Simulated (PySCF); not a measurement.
C3H9B3O3. Atoms are numbered in the order given.

```xyz
18

C     -1.8812    -2.2653    -0.1490
B     -0.8827    -1.0651    -0.0853
O      0.4706    -1.2778     0.0522
B      1.3623    -0.2311     0.1439
C      2.8936    -0.5108     0.2826
O      0.8692     1.0533     0.0942
B     -0.4779     1.3059    -0.0480
C     -1.0129     2.7710    -0.1418
O     -1.3382     0.2341    -0.1352
H     -1.4120    -3.1747    -0.5497
H     -2.7835    -2.0219    -0.7277
H     -2.2138    -2.5000     0.8777
H      3.2729    -0.9312    -0.6645
H      3.0849    -1.2746     1.0521
H      3.4713     0.3943     0.5119
H     -2.0384     2.8613     0.2435
H     -0.3548     3.4870     0.3698
H     -1.0448     3.0654    -1.2058
```
Charge 0, spin multiplicity 1.

Geometry: PBE0-D3(BJ)/def2-SVP.

Level of theory: TDDFT-B3LYP/def2-SVP run with PySCF.

Vertical excitations. 

Computed lowest excited states:
```csv
state,energy (eV),λ (nm),f,main pairs
S1,7.53,165,0.000,"HOMO→LUMO 80 %, HOMO−1→LUMO+1 14 %"
S2,7.57,164,0.013,HOMO−1→LUMO 96 %
S3,7.59,163,0.000,"HOMO−1→LUMO+1 81 %, HOMO→LUMO 15 %"
S4,7.60,163,0.011,HOMO→LUMO+1 96 %
S5,8.56,145,0.000,"HOMO−3→LUMO 48 %, HOMO−2→LUMO+1 48 %"
S6,8.86,140,0.043,HOMO→LUMO+2 96 %
S7,8.86,140,0.043,HOMO−1→LUMO+2 95 %
S8,8.94,139,0.001,"HOMO−6→LUMO 35 %, HOMO−5→LUMO+1 18 %, HOMO−4→LUMO 15 %, HOMO−1→LUMO+3 14 %"
S9,8.96,138,0.001,"HOMO−5→LUMO 40 %, HOMO−4→LUMO+1 17 %, HOMO→LUMO+3 14 %, HOMO−6→LUMO+1 11 %"
S10,9.02,138,0.014,"HOMO−6→LUMO+1 57 %, HOMO−5→LUMO 32 %"
T1,7.13,174,0,"HOMO−1→LUMO 57 %, HOMO→LUMO+1 37 %"
T2,7.27,171,0,"HOMO→LUMO 55 %, HOMO−1→LUMO+1 36 %"
T3,7.27,171,0,"HOMO→LUMO+1 56 %, HOMO−1→LUMO 36 %"
T4,7.48,166,0,"HOMO−1→LUMO+1 57 %, HOMO→LUMO 37 %"
```
Triplets are in the Tamm–Dancoff approximation, which puts them higher than full response would, so one can lie above its singlet here.
